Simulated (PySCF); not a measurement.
C3H6Si.

```xyz
10

Si    -0.6121    -0.5240     0.0000
C      0.8453    -1.7038     0.0000
C     -0.0211     1.2161     0.0000
C      0.3917     2.3656     0.0000
H     -1.4611    -0.7320    -1.2113
H     -1.4611    -0.7320     1.2113
H      1.4728    -1.5484     0.8913
H      1.4728    -1.5484    -0.8913
H      0.4990    -2.7495     0.0000
H      0.7514     3.3794     0.0000
```

Coordinates come from a r2SCAN-D4/def2-SVP optimisation.

Method: PBE0/pcSseg-1 run with PySCF. Non-relativistic, no solvent.

Computed absolute GIAO shielding of each atom: isotropic value and principal components (ppm):
```
atom  σ(iso)    σ11    σ22    σ33   span
----  ------  -----  -----  -----  -----
Si1    417.7  391.6  405.6  455.9   64.3
C2     189.7  185.8  188.0  195.5    9.7
C3      97.8   -1.5    4.7  290.4  291.9
C4      79.2   -5.1   -3.7  246.4  251.4
H5      26.9   23.5   25.4   31.9    8.4
H6      26.9   23.5   25.4   31.9    8.4
H7      30.8   26.6   28.4   37.5   10.9
H8      30.8   26.6   28.4   37.5   10.9
H9      31.2   26.9   27.8   38.8   11.9
H10     28.9   24.1   24.1   38.6   14.5
```
